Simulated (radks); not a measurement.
Fractional charge and spin in the 5p shell of platinum: the spin-up occupation runs from 2 to 3 and the spin-down occupation from 2 to 3; the fullest corner is Pt2+, [Kr] 4d10 4f14 5s2 5d(up 4, down 4) 5p(up 3, down 3). All-electron calculation, scalar-relativistic Kohn-Sham, PBE, spin-polarised, spherical densities, finite nucleus; Fermi nuclear charge, rms radius of each element as measured or else 0.836 A^(1/3) + 0.57 fm. Program: a radial shooting solver on a logarithmic mesh with Libxc functionals. Energy (eV) above the fullest corner. The planes named below are the two flat planes that join the four corners, with an edge along up + down = one added electron.

down \ up        2     2.25      2.5     2.75       3
2          185.479  158.635  132.835  108.065  84.309
2.25       158.635  132.896  108.186   84.489  61.788
2.5        132.835  108.186   84.549   61.907  40.243
2.75       108.065   84.489   61.907   40.302  19.654
3           84.309   61.788   40.243   19.654   0.000

Corners above the fullest one (they belong to Pt3+ and the next ion): (up 3, down 2) 84.309 eV, (up 2, down 3) 84.309 eV, (up 2, down 2) 185.48 eV. With half an added electron in each spin the energy lies 0.240 eV from the planes, and with half an added electron in spin up alone -2.059 eV. The planes are only a guide here: the flat-plane condition holds for ground states with one frontier orbital, while this shell lies below other occupied shells, so the corners above the fullest one are inner-hole states and not the ground states of those ions.
